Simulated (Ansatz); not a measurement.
`C[SiH2][SiH](F)F` + `[SH][GaH2]` → `C[SiH2][S][GaH2]` + `F[SiH2]F` at 500 K and 1 bar (cleavage of the Si–Si bond).

Computed with Ansatz on PBE0-D4/def2-TZVP structures; ΔE is electronic, products minus reactants. CBS: MP2 limit from def2 TZ/QZ plus the TZ coupled-cluster correction, frozen cores. This one scheme is used for every species. For Ga outer-core shells are correlated without core-valence functions, which leaves a few kJ/mol of doubt a bond. Scalar relativity is left out up to krypton. One conformer a species, not always the lowest.

```json
{"species": "`C[SiH2][SiH](F)F`", "CCSD(T)/CBS energy (Eh)": "-819.54558", "H − E (kJ/mol)": "232.7", "S (J/(mol·K))": "444.0"}
{"species": "`[SH][GaH2]`", "CCSD(T)/CBS energy (Eh)": "-2323.53734", "H − E (kJ/mol)": "87.2", "S (J/(mol·K))": "313.7"}
{"species": "`C[SiH2][S][GaH2]`", "CCSD(T)/CBS energy (Eh)": "-2653.11950", "H − E (kJ/mol)": "235.2", "S (J/(mol·K))": "445.0"}
{"species": "`F[SiH2]F`", "CCSD(T)/CBS energy (Eh)": "-489.99391", "H − E (kJ/mol)": "85.3", "S (J/(mol·K))": "295.3"}
```

H − E and S are ideal-gas, rigid-rotor, harmonic terms from PBE0-D4/def2-TZVP, for one conformer and one mirror image of each species. 1 Eh = 2625.50 kJ/mol, R = 8.31446 J/(mol·K).

Question: By hand: ΔE, ΔH, ΔS and ΔG.

Answer: ΔE = (-2653.11950) + (-489.99391) − (-819.54558) − (-2323.53734) = -0.03049 Eh = -80.1 kJ/mol. Δ(H − E) = 235.2 + 85.3 − 232.7 − 87.2 = 0.6, so ΔH = -79.5 kJ/mol. ΔS = 445.0 + 295.3 − 444.0 − 313.7 = -17.4 J/(mol·K). ΔG = -79.5 − 500 × (-17.4)/1000 = -70.8 kJ/mol.

Question: By hand: the equilibrium constant, and the temperature at which ΔG would vanish if ΔH and ΔS stayed fixed.

Answer: log₁₀ K = −ΔG/(RT ln 10) = 7.4. ΔG = 0 at ΔH/ΔS = 4569 K, far beyond where these terms or the molecules hold.

ΔH outweighs TΔS. A doubt of 5 kJ/mol in ΔE shifts log₁₀ K by 0.5 here. Other conformers and mirror images would add mixing entropy, several J/(mol·K) or more a flexible species. Modes under 60 cm⁻¹, often nearly free rotors, make the harmonic entropy too high. These are equilibria of isolated gas molecules and say nothing of rates. Largest T1 diagnostic: 0.013 (customary marks: 0.02 for closed shells, 0.045 for open ones).
